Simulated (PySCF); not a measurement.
Species: C₇H₆O (charge +1 and doublet state).
Cartesian coordinates in Å at the GFN2-xTB level; atoms count from 1:
```xyz
14
C7H6O angstrom
C      0.299   -0.092   -2.190
C      0.169   -0.032   -0.992
C      0.056    0.047    0.411
C     -1.171   -0.228    1.040
C     -2.309   -0.581    0.361
C     -3.335   -0.897   -0.210
O      1.060    0.372    1.173
C      2.325    0.664    0.620
H      0.387   -0.150   -3.239
H     -1.215   -0.155    2.121
H     -4.230   -1.170   -0.696
H      2.978    0.897    1.460
H      2.268    1.518   -0.062
H      2.717   -0.194    0.066
```

The hyperfine couplings belong to this conformer and change with its torsions.

The species is `C#C/C(=C\[C]=[CH+])OC` [radical] (charge +1).

Method used: UKS B3LYP, pcH-1 on C H O, non-relativistic, mean-field spin-orbit, GIAO (PySCF). Geometry: GFN2-xTB, one conformer, isolated ion. The geometry wasn't refined by DFT: couplings that depend on bond lengths, twists or pyramidal angles can differ widely from those at the functional's own minimum, by a factor of two or more for some ions and for spin on atoms past the first row. No stability test was run, so a lower SCF solution isn't excluded.

Problem. Break the g tensor into its mass correction, gauge correction and orbital-Zeeman/spin–orbit terms.

Solution. 
```json
{"Δg (ppm)": "relativistic mass correction", "1": "-176", "2": "-176", "3": "-176"}
{"Δg (ppm)": "gauge correction", "1": "-6", "2": "37", "3": "38"}
{"Δg (ppm)": "orbital Zeeman/spin–orbit", "1": "7", "2": "1567", "3": "2900"}
{"Δg (ppm)": "total", "1": "-176", "2": "1428", "3": "2761"}
```

So g = 2.00214, 2.00375, 2.00508 and g_iso = 2.00366; the tensor is rhombic: the two nearest values differ by 45 % of g3 − g1. Axes: g2 points within 3° of the C4–H10 bond.

Problem. What are the electron Larmor frequencies g μB B/h along the three axes at 3350 mT?

Solution. 93.8754, 93.9505, 94.0130 GHz for g1, g2 and g3, a range of 137.7 MHz.

Problem. At 9.449 GHz, how far is the centre of the isotropic spectrum from where a free electron (g = 2.002319) resonates?

Solution. B = hν/(g μB) with μB/h = 13.99624 MHz/mT gives 337.16 mT for the free electron and 336.94 mT at g_iso, 0.23 mT lower.

Problem. What effective moment and Curie constant follow for a powder?

Solution. With the mean of g² = 4.0146 and S(S+1) = 0.75: μ_eff = √(⟨g²⟩S(S+1)) = 1.735 μB and χT = 0.12505·⟨g²⟩·S(S+1) = 0.377 cm³ K/mol (cgs; spin-Hamiltonian part alone).

Problem. In a frozen sample, at which fields do the three g values resonate at 9.5, 34, 94 and 263 GHz (hyperfine left aside), and which band first spreads them over more than twice a line width of 1.0 mT?

Solution. 
```
band    GHz  B(g3) mT  B(g2) mT  B(g1) mT  spread mT
   X    9.5    338.52    338.74    339.01       0.50
   Q   34.0   1211.53   1212.34   1213.31       1.78
   W   94.0   3349.54   3351.76   3354.45       4.91
   J  263.0   9371.57   9377.81   9385.32      13.74
```

The spread grows in proportion to the frequency. W band is the first where it exceeds 2.0 mT.

The largest Mulliken spin populations are on C6 (+0.44), C4 (+0.38), O7 (+0.14) and C1 (+0.13). The positive populations add up to 1.22 and the negative ones to -0.22, together 2S = 1.

The HOMO–LUMO gaps are 4.42 eV among the α and 3.39 eV among the β orbitals.

The SMILES draws the unpaired electron on C5; the largest computed Mulliken spin population is on C6 (0.44 against -0.12).
